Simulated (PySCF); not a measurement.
Input file for PySCF: R-B3LYP/LANL2DZ on SnTe, 2S+1 = 1, a spin state set in the input, which need not be the lowest, a point of a bond scan (R = 2.528 Å).

```python
from pyscf import gto, scf, dft, mp
from pyscf.data.elements import chemcore

mol = gto.M(
    atom='''
    Sn    0.00000000    0.00000000    0.00000000
    Te    0.00000000    0.00000000    2.52808100
    ''',
    basis='lanl2dz',
    ecp={'Sn': 'lanl2dz', 'Te': 'lanl2dz'},
    charge=0, spin=0, verbose=3, max_memory=1800)
mf = dft.RKS(mol, xc='b3lyp')
mf.conv_tol = 1e-8
mf.max_cycle = 100
mf.kernel()
if not mf.converged:
    mf = mf.newton().run(mf.mo_coeff, mf.mo_occ)
```

Task: What total energy does the run end on?

Result: -11.4616 hartree.
